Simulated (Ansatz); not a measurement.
Consider the hydrogenolysis of the Al–Cl bond: `C[NH][Al]([Cl])[Cl]` + H₂ → `C[NH][AlH][Cl]` + HCl.

Computed with Ansatz on PBE0-D4/def2-TZVP structures; ΔE is electronic, products minus reactants. CBS: MP2 limit from def2 TZ/QZ plus the TZ coupled-cluster correction, frozen cores. This one scheme is used for every species. Functionals use def2-TZVPP. One conformer a species, not always the lowest.

`C[NH][Al]([Cl])[Cl]`:

Cartesian coordinates in Å:
```
C -0.130 0.422 1.261
N -0.395 0.395 -0.164
Al 0.307 -0.642 -1.384
Cl 1.722 -2.074 -0.847
Cl -0.276 -0.442 -3.374
H 0.617 -0.333 1.515
H -1.028 0.204 1.850
H 0.262 1.391 1.587
H -1.079 1.080 -0.444
```

H₂:

Z-matrix (Å, degrees):
```
H
H 1 0.746
```

`C[NH][AlH][Cl]`:

Cartesian coordinates in Å:
```
C 1.010 -0.546 -0.585
N -0.046 -0.456 0.401
Al -1.256 0.797 0.636
Cl -1.223 2.438 -0.676
H 2.004 -0.579 -0.124
H 0.906 -1.432 -1.222
H 0.983 0.329 -1.238
H -0.052 -1.250 1.026
H -2.325 0.698 1.782
```

HCl:

Z-matrix (Å, degrees):
```
Cl
H 1 1.279
```

```json
{"species": "`C[NH][Al]([Cl])[Cl]`", "PBE0-D4 energy (Eh)": "-1257.82576"}
{"species": "H₂", "PBE0-D4 energy (Eh)": "-1.16855"}
{"species": "`C[NH][AlH][Cl]`", "PBE0-D4 energy (Eh)": "-798.27660"}
{"species": "HCl", "PBE0-D4 energy (Eh)": "-460.66564"}
```

Work out ΔE.

ΔE = (-798.27660) + (-460.66564) − (-1257.82576) − (-1.16855) = 0.05207 Eh = +32.7 kcal/mol. CCSD(T)/CBS gives +33.6 kcal/mol.

Largest T1 diagnostic among the species: 0.010.

In def2-TZVPP, CCSD(T) changes the Hartree–Fock value by +1.1 kcal/mol (the triples alone add +0.6 kcal/mol) and MP2 by +3.4 kcal/mol. Leaving LDA and LC-ωPBE aside and taking each functional with its dispersion term where it has one, the values, not all of them listed here, spread over 3.4 kcal/mol, from B97M-V to r2SCAN-D4. At CCSD(T), def2-SVP lies −2.2 kcal/mol from the extrapolated value and def2-TZVPP −1.1 kcal/mol.
